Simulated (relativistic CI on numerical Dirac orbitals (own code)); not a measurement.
Computed by Dirac-Coulomb-Breit CI, KLI orbitals optimised for each configuration, model QED (radiative potential, 1s self-energy scaled to tabulated hydrogen-like ionisation energies), unscaled Slater integrals (own radial code, finite nucleus).

The strongest absorption lines from the ground level of an ion, among the configurations computed and to levels below about 600 eV (vacuum wavelength in Å, gf): 20.683 (0.05), 20.687 (0.025), 23.011 (0.12), 23.021 (0.06), 30.436 (0.46), 30.477 (0.23), 415.89 (0.13), 443.52 (0.06).

(1) Which ion is it?
A. Si¹¹⁺
B. S¹⁵⁺
C. S¹³⁺
D. Ar¹⁵⁺

## Answers

(1) C. S¹³⁺ has 3 electrons and the ground level 2s 2S_1/2; the strongest line goes to 3p 2P°_3/2. The pattern of lines fixes the number of electrons, and along that sequence the line energies rise steadily with the charge (about as its square where n changes within one kind of shell, about linearly where n is kept but much faster in heavy ions where fine structure, which grows about as Z⁴, sets the gap, and irregularly where shells cross), which fixes Z. Configurations outside the model, such as inner-shell arrays, can give stronger lines. At this charge energies of transitions that change n are usually good to better than 1 %, and those within a shell (Δn = 0) to a few per cent.
